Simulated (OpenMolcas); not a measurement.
**Fe II: from CASSCF to CASPT2**

```json
{
 "Program": "OpenMolcas",
 "Basis": "ANO-RCC-VQZP [7s6p4d3f2g1h]",
 "Scalar Hamiltonian": "DKH2, point nucleus",
 "Active space": "7 electrons in 11 orbitals (3d 4s 4d)",
 "State averaging": "2S+1 = 6 even, 5 roots; 2S+1 = 4 even, 12 roots kept (CI in the orbitals of an earlier block)",
 "Spin-orbit coupling": "RASSI with atomic mean-field integrals over the reference wave functions, term energies averaged over their components"
}
```

Methods on the same reference wave functions:
A. CASSCF
B. SS-CASPT2, IPEA 0.25 Eh, imaginary shift 0.1 Eh (closed shells correlated: 3s 3p)

Energies in eV above 3d6 4s 6D 9/2, the measured ground level; measured values from NIST Handbook of Basic Atomic Spectroscopic Data.

| Level | A | B | Measured |
| --- | --- | --- | --- |
| 3d6 4s 6D 9/2 | 0.0000 | 0.0000 | 0.0000 |
| 3d6 4s 6D 7/2 | 0.0436 | 0.0436 | 0.0477 |
| 3d6 4s 6D 5/2 | 0.0777 | 0.0777 | 0.0828 |
| 3d6 4s 6D 3/2 | 0.1021 | 0.1021 | 0.1070 |
| 3d6 4s 6D 1/2 | 0.1167 | 0.1168 | 0.1211 |
| 3d6 4s 4D 7/2 | 1.2508 | 0.946 |  |
| 3d6 4s 4D 5/2 | 1.3006 | 0.996 |  |
| 3d6 4s 4D 3/2 | 1.3361 | 1.031 |  |
| 3d6 4s 4D 1/2 | 1.3574 | 1.052 |  |
| 3d7 4F 9/2 | 1.6184 | 0.698 | 0.2322 |
| 3d7 4F 7/2 | 1.6820 | 0.761 | 0.3013 |
| 3d7 4F 5/2 | 1.7316 | 0.811 | 0.3519 |
| 3d7 4F 3/2 | 1.7669 | 0.846 | 0.3865 |

Deviations, from unrounded energies. A percentage is the sum of absolute deviations over the sum of measured energies, with the sign that they share, or ± where signs differ.

```csv
Against measurement,Levels,A,B
mean absolute deviation (cm-1),8,5600,1900
fine structure of the ground term (%),4,-5.2,-5.1
other configurations (%),4,+434.6,+145.0
```

B lies closest to measurement on these levels. The largest miss of B in the table is 3d7 4F 9/2, by +3800 cm-1. The ranking rests on the paired levels alone, and a cruder setting can come out closer through cancelling errors.

The lowest spin-free term lies below A's lowest term by 0.482 hartree in B.

CASPT2 breaks the degeneracy within a term, and the mean is taken; among the terms shown or strongly mixed into the levels shown the widest spread is 430 cm-1 (3d7 4F, B). Terms from blocks run as CI alone lack orbitals of their own. Active for correlation alone: 4d; no level in the range computed is led by a configuration that fills it, so any true level of that kind is missing. Without dynamic correlation excited terms often stand tens of per cent too high (terms of higher spin than the ground term too low), and those without a measured partner can miss by more than the paired ones (holds for A). Measured partners are found by configuration, term and J. A level has none where our copy of the source lacks it or the pairing is in doubt (some pairs that miss far off the trend of their configuration count as doubtful), and it then counts in no deviation. Only configurations of the active space appear.
